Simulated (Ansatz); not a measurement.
Coupled-cluster diagnostics for (CuI)2 ring (Cu₂I₂), Ansatz.

Geometry of the singlet (PBE0-D4/def2-SVP):

```xyz
4

Cu    0.939    0.535   -0.490
I     1.099   -1.964   -0.037
Cu   -0.939   -0.535    0.490
I    -1.099    1.964    0.037
```

In the def2 sets I takes a core potential; there is no spin–orbit coupling. Correlated methods freeze 26 core orbitals; core or outer-core shells of I are correlated, in sets that lack core-valence functions. In CCSD on the charge 1 doublet the largest single amplitude is 0.28, so its Hartree–Fock determinant may place the open shell otherwise than the density functionals do.

Problem. Estimate the CCSD(T) correlation energy, the shares of MP2 and (T), T1 and the reference's ⟨S²⟩ for: charge 0, singlet, own geometry in def2-SVP; charge 1, doublet, vertical in def2-SVP; and the rough time on 4 threads of Arm Neoverse V2 on a shared host.

Solution. 
```csv
state,basis,correlation (eV),MP2 share (%),(T) share (%),T1,⟨S²⟩ (pure),wall time
"charge 0, singlet, own geometry",def2-SVP,-22.635,103.2,4.0,0.017,0.00 (0.00),17 s
"charge 1, doublet, vertical",def2-SVP,-22.875,102.4,4.7,0.031,0.80 (0.75),59 s
```
Customary marks for T1 are 0.02 (closed shells), 0.045 (open shells) and about 0.05 (3d metals). T1 exceeds 0.02 in 1 of 2 rows and 0.045 in 0; the higher it lies, the less the single-reference result can be trusted.
